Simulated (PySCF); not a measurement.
A species of formula C5H5FO has this rotational fingerprint, computed with PBE0-D3(BJ)/def2-SVP geometry optimisation, gas phase (PySCF 2.14.0):

```
Rotational constants : A = 3704, B = 3250, C = 1819 MHz
Dipole components    : |μa| = 3.67 D, |μb| = 2.20 D, |μc| = 0.76 D
Inertial defect      : -14.18 u·Å²
κ                    : 0.52
```

Question: Which structure is it? (One computed conformer of each.)
A. `[CH3:1][C:2](=[C:3]=[CH:4][F:5])[CH:6]=[O:7]` with C1–C2–C6–O7 -1°
B. `[O:1]=[C:2]1[CH:3]=[CH:4][CH2:5][C@@H:6]1[F:7]` with O1–C2–C3–C4 -170°, C3–C4–C5–C6 -11°, C4–C5–C6–F7 138°, O1–C2–C6–C5 164°

Answer: B. It is O=C1C=CC[C@@H]1F, an asymmetric top, point group C1. The candidates at the same level (rigid rotor, commonest isotopes):

```csv
SMILES,A (MHz),B (MHz),C (MHz),μa (D),μb (D),μc (D),Δ (u·Å²),point group,rotor
O=C1C=CC[C@@H]1F,3704,3250,1819,3.67,2.20,0.76,-14.18,C1,asymmetric top
CC(=C=CF)C=O,6001,1272,1106,1.40,0.90,1.25,-24.36,C1,near-prolate asymmetric top
```

`CC(=C=CF)C=O` has A 62 % too high. No structure here is proved a minimum.
